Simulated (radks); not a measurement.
Task: Radial electron density D(r) = 4 pi r^2 rho(r) of an atom or ion with 45 electrons. Method: scalar-relativistic Kohn-Sham, PBEsol, spin-polarised, spherical densities, finite nucleus; Fermi nuclear charge, rms radius of each element as measured or else 0.836 A^(1/3) + 0.57 fm; computed with a radial shooting solver on a logarithmic mesh with Libxc functionals.

```
   r/bohr * D(r) (the largest magnitude, 73.4, reaches the edge; | marks zero)
 0.002796 |    *
 0.003641 |       *
 0.004779 |           *
 0.006273 |                *
 0.008168 |                      *
  0.01072 |                              *
  0.01407 |                                     *
  0.01832 |                                          *
  0.02405 |                                           *
  0.03157 |                                        *
  0.04111 |                                     *
  0.05396 |                                       *
  0.07083 |                                               *
  0.09223 |                                                      *
   0.1211 |                                                   *
   0.1589 |                                       *
   0.2069 |                                    *
   0.2716 |                                          *
   0.3536 |                                       *
   0.4642 |                       *
   0.6093 |           *
   0.7933 |           *
    1.041 |           *
    1.367 |       *
     1.78 |   *
    2.336 |*
    3.066 *
    3.993 *
    5.241 *
```

What is the nuclear charge?

Result: Z = 46. The innermost maximum, from 1s, lies near gamma/Z bohr with gamma = sqrt(1 - (Z/c)^2) = 0.942, here 0.0205 bohr (found: 0.0224), and its height grows with Z. The density is that of the palladium ion Pd+ in [Kr] 4d9; the configuration itself is not fixed sharply by these data, and Z only to a few units. D(r) has 4 maxima, at r = 0.0224, 0.0991, 0.299, 0.902 bohr, and minima at 0.0442, 0.194, 0.676 bohr, inside which lie 2.00, 11.16, 29.02 electrons.
